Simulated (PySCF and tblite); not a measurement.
Results of a calculation; reference values are marked as such.
C₆H₉FO, numbered as in [O:1]=[C:2]1[CH2:3][CH2:4][CH2:5][CH2:6][C@@H:7]1[F:8]. The ensemble was built from 90 distance-geometry starts (ETKDG and KDG, MMFF94s, GFN2-xTB) and rests on PBE0-D3(BJ)/def2-SVP geometries. Weights use PBE0-D3(BJ)/def2-TZVP energies plus GFN2-xTB zero-point and thermal terms (modes under about 100 cm⁻¹ blended into free rotors). Symmetry numbers and mirror images are counted. Conformers within 4 kcal/mol (GFN2-xTB free energy) were kept, 5 at most. GIAO shieldings: PBE0/pcSseg-1. Shifts are against TMS (¹H), TMS (¹³C), CFCl3 (¹⁹F) at the same level; of two unlike H on one atom, a is the less shielded. Codes: tblite and PySCF.

The 6-ring runs over atoms 2–3–4–5–6–7.

| conformer | shape | point group | mirror pair | ΔE(DFT) | Δ(G−E) at 200 K | δ H6a (ppm) |
| --- | --- | --- | --- | --- | --- | --- |
| 1 | 6-ring chair (all substituents equatorial) | C1 | no | 0.00 | 0.00 | 2.27 |
| 2 | 6-ring chair (F8 axial) | C1 | no | 0.01 | 0.16 | 1.46 |
| 3 | 6-ring twist-boat (ring torsions -33, 63, -28, -32, 64, -28°) | C1 | no | 3.89 | -0.04 | 1.96 |
| 4 | 6-ring between boat and twist-boat (ring torsions 56, -39, -18, 61, -45, -12°) | C1 | no | 4.33 | -0.23 | 2.10 |

Energies in kcal/mol; the thermal term leaves out symmetry numbers and mirror images.

(1) Work out the weights at 200 K and the ¹H shift of H6a under fast exchange.

Results:

(1) RT = 0.397 kcal/mol. Each conformer gets RT ln(σ/g), with σ the rotational symmetry number and g = 2 for a mirror pair: 1: σ = 1, g = 1, G = 0.00 + 0.00 + 0.00 = 0.00, 0.00 above the lowest, exp(−ΔG/RT) = 1.000; 2: σ = 1, g = 1, G = 0.01 + 0.16 + 0.00 = 0.16, 0.16 above the lowest, exp(−ΔG/RT) = 0.663; 3: σ = 1, g = 1, G = 3.89 − 0.04 + 0.00 = 3.85, 3.85 above the lowest, exp(−ΔG/RT) = 0.000; 4: σ = 1, g = 1, G = 4.33 − 0.23 + 0.00 = 4.10, 4.10 above the lowest, exp(−ΔG/RT) = 0.000. The sum is 1.663, so the weights are 60.1, 39.9, 0.0, 0.0 %. The averaged shift is 1.95 ppm. At 298.15 K it is 1.93 ppm. At 298.15 K the leading conformer alone gives 2.27 ppm and bare DFT energies give 1.87 ppm.
